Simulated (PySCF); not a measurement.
Fluorine: a sound run and one with changed settings

Sound run: F²⁺ [He] 2s2 2p3, F³⁺ [He] 2s2 2p2. Computed with PySCF 2.14 in jorge-DZP-DKH (4s2p1d, 15 functions), with scalar relativity by spin-free X2C-1e. In the sound run the correlated levels freeze 1s2. The sound run starts from symmetry-adapted Hartree-Fock orbitals and uses a fine grid where one is needed.

Changed run: all electrons correlated in a basis built for the valence shell.

```
species   method  sound run (hartree)  changed run (hartree)  converged
    F²⁺      MP2            -97.74106              -97.75462        yes
    F²⁺  CCSD(T)            -97.75427              -97.76844        yes
    F³⁺      MP2            -95.42842              -95.44191        yes
    F³⁺  CCSD(T)            -95.45137              -95.46538        yes
```

Ionisation energy of F²⁺:

| method | sound run (eV) | changed run (eV) |
| --- | --- | --- |
| UHF | 62.714 | 62.714 |
| MP2 | 62.930 | 62.932 |
| SCS-MP2 | 62.779 | 62.780 |
| CCSD | 62.669 | 62.674 |
| CCSD(T) | 62.665 | 62.669 |

A valence basis has no tight correlating functions, so it recovers only part of the core correlation, and not evenly between atom and ion.

For comparison, NIST gives 62.708 eV between the lowest levels.
